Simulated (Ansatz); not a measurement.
```yaml
atoms:
  - { symbol: H, position_ang: [0.0000, 0.0000, -1.0500] }
  - { symbol: C, position_ang: [0.0000, 0.0000, 0.0000] }
  - { symbol: C, position_ang: [0.0000, 0.0000, 1.9520] }
```

Basis set: 6-31G (spherical functions). Charge 0, multiplicity 2.

Computed with Ansatz (development build ahead of 0.2.0); each method stands on the lowest determinant of its kind that the runs found.

(1) Give the atomization energy at this shape (free ground-state atoms in the same class of orbitals less the molecule, no zero-point energy) of doublet C2H by PBE (unrestricted), PBE0 (unrestricted), UHF.

## Answers

(1)

| method | atomization energy |
| --- | --- |
| PBE (unrestricted) | 6.93 eV |
| PBE0 (unrestricted) | 6.17 eV |
| UHF | 3.63 eV |

Caution: the shape is not the minimum. Caution for PBE (unrestricted), PBE0 (unrestricted): the unrestricted determinant is spin contaminated. Caution for UHF: the unrestricted determinant is a mixture of spin states.

This basis has no polarisation functions and is too small for such energies, which can lie far from measured ones in either direction.
